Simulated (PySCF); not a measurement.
methylammonium (CH₆N), SMILES C[NH3+], charge +1. Atoms are numbered in the order given.

```xyz
8

C      0.0000     0.0000    -0.7984
N      0.0000     0.0000     0.7093
H      0.0000    -1.0331    -1.1395
H      0.8947     0.5166    -1.1395
H     -0.8947     0.5166    -1.1395
H     -0.8254    -0.4766     1.0813
H      0.0000     0.9531     1.0813
H      0.8254    -0.4766     1.0813
```
Charge +1, spin multiplicity 1.

The structure is a stationary point at ωB97X-D3(BJ)/def2-TZVP.

Two levels are set side by side: PBE/pcSseg-2 (PySCF) and B3LYP/pcSseg-2 (PySCF). GIAO shifts against NH3 (¹⁵N), TMS (¹H), TMS (¹³C) at the same level; non-relativistic, no solvent, atoms listed together averaged. Differences are taken from unrounded values.

| quantity | B3LYP | PBE | PBE minus B3LYP |
|---|---|---|---|
| δ(¹³C) of C1 (ppm) | 35.8 | 35.1 | -0.6 |
| δ(¹⁵N) of N2 (ppm) | 42.0 | 45.5 | 3.6 |
| δ(¹H) of H3, H4, H5 (ppm) | 3.51 | 3.39 | -0.12 |
| δ(¹H) of H6, H7, H8 (ppm) | 4.78 | 4.65 | -0.13 |

Rough cost on one machine, each run with all the roots and properties that it gave: B3LYP against PBE within a factor of 2.
